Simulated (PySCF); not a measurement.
C2H4Ge.
Geometry (GFN2-xTB, Å), atoms numbered from 1 in this order:
```
atom  x, y, z in Å
C1     1.9804   -0.2502   -0.0059
C2     0.7869   -0.0994   -0.0048
Ge3   -1.0883    0.1392   -0.0026
H4     3.0250   -0.3837   -0.0073
H5    -1.7011   -0.8499   -0.9350
H6    -1.3989    1.5262   -0.4522
H7    -1.6007   -0.0772    1.3807
```

The closed-shell ground state was solved at several levels (PySCF, density fitting, gas phase). The calculation is non-relativistic and has no spin–orbit coupling, an omission that weighs most on germanium.

| level | basis functions | total energy (Eh) | HOMO (eV) | LUMO (eV) | gap (eV) | dipole (D) |
| --- | --- | --- | --- | --- | --- | --- |
| B3LYP/pcJ-1 (pcSseg-1 on Ge) | 135 | -2155.3830 | -7.94 | 0.12 | 8.06 | 0.07 |
| PBE0/pcSseg-1 | 95 | -2154.9450 | -8.20 | 0.33 | 8.53 | 0.08 |

Q: Estimate the row for wB97X-D/def2-SVPD, a basis of 110 functions; the other rows only guide the guess.

A: Total energy -2155.2549 Eh, HOMO -10.08 eV, LUMO 1.79 eV, gap 11.87 eV, dipole 0.05 D.

Q: Over all these levels, which gives the widest orbital gap and which the narrowest?

A: wB97X-D/def2-SVPD (range-separated hybrid) has the widest, 11.87 eV, and B3LYP/pcJ-1 (pcSseg-1 on Ge) (global hybrid, 20 % exact exchange) the narrowest, 8.06 eV. Functional and basis both differ between the two, so the spread mixes both effects.

Q: How far do the dipole and the HOMO energy spread over the levels?

A: The dipole runs from 0.05 to 0.08 D (mean 0.07 D) and the HOMO from -10.08 to -7.94 eV.

wB97X-D is run here without its empirical dispersion term; that term would change no orbital, density or response property at a fixed geometry.
